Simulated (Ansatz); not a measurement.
Reaction (formal exchange of groups at the Si–O bond): `F[Si](F)(O[SiH3])O[SiH3]` + `C=CCl` → `F[SiH](F)O[SiH3]` + `C=C(Cl)O[SiH3]`

Program: Ansatz. Geometries: PBE0-D4/def2-TZVP. ΔE: electronic, gas phase. CCSD(T)/CBS adds triple-zeta CCSD(T) − MP2 to the extrapolated MP2 energy (def2 sets, frozen cores). This one scheme is used for every species. Functionals use def2-TZVPP. Each species was taken in one conformer, which may not be the lowest.

`F[Si](F)(O[SiH3])O[SiH3]`:

```xyz
13

F     1.554    0.071   -2.260
Si    0.345   -0.419   -1.378
F    -0.477   -1.441   -2.250
O     0.886   -1.184   -0.084
Si    1.505   -1.168    1.436
O    -0.560    0.848   -1.019
Si   -1.804    1.542   -0.204
H     1.015   -2.373    2.144
H     2.985   -1.182    1.363
H     1.049    0.056    2.143
H    -1.478    2.973   -0.004
H    -1.971    0.872    1.111
H    -3.049    1.406   -0.998
```

`C=CCl`:

Cartesian coordinates in Å:
```
C -0.148 -0.520 -0.503
C -0.033 0.421 0.415
Cl 1.479 1.046 0.949
H 0.714 -0.964 -0.984
H -1.134 -0.865 -0.790
H -0.878 0.882 0.912
```

`F[SiH](F)O[SiH3]`:

```xyz
9

F    -0.837   -2.212   -0.578
Si   -0.669   -1.247    0.664
F     0.525   -1.823    1.526
O    -0.322    0.233    0.165
Si    0.602    1.332   -0.636
H    -1.897   -1.260    1.460
H    -0.037    2.658   -0.474
H     0.669    0.970   -2.072
H     1.967    1.349   -0.055
```

`C=C(Cl)O[SiH3]`:

Cartesian coordinates in Å:
```
C -0.761 1.489 -1.338
C -0.585 0.503 -0.472
Cl -1.945 -0.362 0.193
O 0.604 0.089 -0.041
Si 0.975 -1.128 1.039
H -1.751 1.780 -1.651
H 0.104 2.005 -1.731
H 2.452 -1.084 1.092
H 0.509 -2.442 0.536
H 0.396 -0.848 2.373
```

| level | ΔE (kcal/mol) |
| --- | --- |
| r2SCAN-D4 | 43.8 |
| ωB97M-V | 44.5 |
| HF/def2-TZVPP | 51.1 |
| MP2/def2-TZVPP | 45.6 |
| SCS-MP2/def2-TZVPP | 46.0 |
| MP2/def2-QZVPP | 46.2 |
| SCS-MP2/def2-QZVPP | 46.7 |
| HF/CBS(def2) | 51.8 |

Question: What does CCSD(T)/CBS give? (Estimate.)

Answer: Ansatz gave: +46.6 kcal/mol. The listed levels differ from it by -2.8, -2.1, 4.5, -1.0, -0.6, -0.4, 0.1, 5.2 kcal/mol.

Largest T1 diagnostic among the species: 0.012.

In def2-TZVPP, CCSD(T) changes the Hartree–Fock value by −5.1 kcal/mol (the triples alone add −1.4 kcal/mol) and MP2 by −5.5 kcal/mol. From PBE to PBE0 (25 % exact exchange), in def2-TZVPP and without D4, ΔE moves by +3.2 kcal/mol.
